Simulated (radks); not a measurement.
Problem. The mean radii <r> (bohr) of the occupied orbitals of an atom or ion are listed with their occupations. Calculated with a radial shooting solver on a logarithmic mesh with Libxc functionals: scalar-relativistic Kohn-Sham, PBE, spin-polarised, spherical densities, finite nucleus; Fermi nuclear charge, rms radius of each element as measured or else 0.836 A^(1/3) + 0.57 fm.

orbital  occ.      <r>
1s up       1  0.02001
1s down     1  0.02001
2s up       1  0.08488
2s down     1  0.08488
2p up       3  0.07541
2p down     3  0.07541
3s up       1   0.2210
3s down     1   0.2209
3p up       3   0.2203
3p down     3   0.2203
3d up       5   0.1999
3d down     5   0.1998
4s up       1   0.4981
4s down     1   0.4981
4p up       3   0.5288
4p down     3   0.5287
4d up       5   0.5723
4d down     5   0.5719
5s up       1    1.214
5p up       3    1.426
5p down     3    1.432
4f up       7   0.7770
4f down     6   0.7763
6s up       1    3.158
5f up       1    7.906

Name the element and its charge. Open shells, if any, are filled with parallel spins first.

Solution. Z = 69, thulium, charge +1: Tm+ in [Kr] 4d10 4f13 5s1 5p6 6s1 5f1. The 1s radius gives Z: for a bare nucleus <r> = (2 gamma + 1)/(2Z) with gamma = sqrt(1 - (Z/c)^2), 0.01977 bohr for Z = 69, and screening makes it slightly larger (0.02001 here). The occupations add up to 68, and the charge is Z minus that.
